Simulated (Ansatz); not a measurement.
Relaxation of CH7BFGeN (12 atoms, charge 0, multiplicity 1), to a largest force component of 0.02 eV/Å in at most 50 steps.

Method: RKS PBE/def2-SVP in Ansatz 0.2.0.

```xyz
12
Properties=species:S:1:pos:R:3
B 0.341 1.179 1.589
Ge -0.159 -0.652 0.969
F -1.369 -1.341 2.055
N -0.795 -0.600 -0.764
C 0.193 -0.290 -1.726
H 1.074 1.886 0.970
H -0.203 1.677 2.540
H 1.167 -1.501 0.979
H -1.568 0.180 -0.742
H 0.987 -1.059 -1.658
H -0.240 -0.256 -2.714
H 0.650 0.721 -1.466
```

Q: Where does it end, and by what steps?

A: It converged. After 26 steps the energy has fallen by 1.858 eV; H10 moved furthest, 1.16 Å. Joined: B1–N4.

```json
{"step": "0", "energy less start (eV)": "0.0000", "largest force component (eV/Å)": "3.445", "accepted": "yes"}
{"step": "1", "energy less start (eV)": "-0.3596", "largest force component (eV/Å)": "1.092", "accepted": "yes"}
{"step": "2", "energy less start (eV)": "-0.4317", "largest force component (eV/Å)": "0.280", "accepted": "yes"}
{"step": "3", "energy less start (eV)": "-0.4677", "largest force component (eV/Å)": "0.182", "accepted": "yes"}
{"step": "4", "energy less start (eV)": "-0.5073", "largest force component (eV/Å)": "0.183", "accepted": "yes"}
{"step": "5", "energy less start (eV)": "-0.5313", "largest force component (eV/Å)": "0.395", "accepted": "yes"}
{"step": "6", "energy less start (eV)": "-0.5570", "largest force component (eV/Å)": "0.245", "accepted": "yes"}
{"step": "7", "energy less start (eV)": "-0.5900", "largest force component (eV/Å)": "0.296", "accepted": "yes"}
{"step": "8", "energy less start (eV)": "-0.6106", "largest force component (eV/Å)": "0.247", "accepted": "yes"}
{"step": "9", "energy less start (eV)": "-0.5817", "largest force component (eV/Å)": "0.773", "accepted": "no"}
{"step": "10", "energy less start (eV)": "-0.6306", "largest force component (eV/Å)": "0.166", "accepted": "yes"}
{"step": "11", "energy less start (eV)": "-0.6530", "largest force component (eV/Å)": "0.173", "accepted": "yes"}
{"step": "12", "energy less start (eV)": "-0.6913", "largest force component (eV/Å)": "0.336", "accepted": "yes"}
{"step": "13", "energy less start (eV)": "-0.7871", "largest force component (eV/Å)": "0.846", "accepted": "yes"}
{"step": "14", "energy less start (eV)": "-1.0126", "largest force component (eV/Å)": "1.102", "accepted": "yes"}
{"step": "15", "energy less start (eV)": "-1.2805", "largest force component (eV/Å)": "1.137", "accepted": "yes"}
{"step": "16", "energy less start (eV)": "-1.5640", "largest force component (eV/Å)": "0.944", "accepted": "yes"}
{"step": "17", "energy less start (eV)": "-1.7316", "largest force component (eV/Å)": "0.573", "accepted": "yes"}
{"step": "18", "energy less start (eV)": "-1.7779", "largest force component (eV/Å)": "0.687", "accepted": "yes"}
{"step": "19", "energy less start (eV)": "-1.8126", "largest force component (eV/Å)": "0.426", "accepted": "yes"}
{"step": "20", "energy less start (eV)": "-1.8375", "largest force component (eV/Å)": "0.187", "accepted": "yes"}
{"step": "21", "energy less start (eV)": "-1.8499", "largest force component (eV/Å)": "0.296", "accepted": "yes"}
{"step": "22", "energy less start (eV)": "-1.8556", "largest force component (eV/Å)": "0.120", "accepted": "yes"}
{"step": "23", "energy less start (eV)": "-1.8571", "largest force component (eV/Å)": "0.088", "accepted": "yes"}
{"step": "24", "energy less start (eV)": "-1.8578", "largest force component (eV/Å)": "0.024", "accepted": "yes"}
{"step": "25", "energy less start (eV)": "-1.8580", "largest force component (eV/Å)": "0.022", "accepted": "yes"}
{"step": "26", "energy less start (eV)": "-1.8582", "largest force component (eV/Å)": "0.015", "accepted": "yes"}
```

```xyz
12
Properties=species:S:1:pos:R:3
B 0.177 1.120 0.879
Ge 0.215 -1.016 1.612
F -1.500 -1.425 1.929
N -0.367 0.273 -0.196
C 0.285 0.019 -1.479
H 1.320 1.513 0.753
H -0.612 1.626 1.651
H 0.540 -2.156 0.542
H -1.382 0.114 -0.202
H 1.381 -0.012 -1.337
H -0.042 -0.946 -1.914
H 0.063 0.834 -2.202
```

Time of the run: 88 s on 2 threads of Arm Neoverse V1, on a shared host, peak memory 0.18 GiB.
